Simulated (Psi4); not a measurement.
A dimer, C3H8 ··· CS2 (SMILES CCC and S=C=S); the first 11 atoms form monomer A.

```
14

C      1.2565     0.0351    -0.2965
C      0.0340    -0.0747     0.6110
C     -1.2818     0.0203    -0.1569
H      1.2626    -0.7621    -1.0440
H      2.1862    -0.0337     0.2716
H      1.2626     0.9877    -0.8321
H      0.0711     0.7137     1.3687
H      0.0696    -1.0224     1.1565
H     -1.3583     0.9730    -0.6870
H     -1.3599    -0.7766    -0.9007
H     -2.1427    -0.0603     0.5095
S     -0.2772    -4.0044    -0.9325
C      0.9775    -3.9063    -0.0231
S      2.2321    -3.8082     0.8864
```

### Question
What interaction energy does Psi4 1.11 with SAPT0/jun-cc-pVDZ, frozen core give, and which attractive term is the largest?

### Answer
Total -1.32 kcal/mol: electrostatics -0.48, exchange 1.43, induction -0.11, dispersion -2.16. The most attractive term is dispersion.
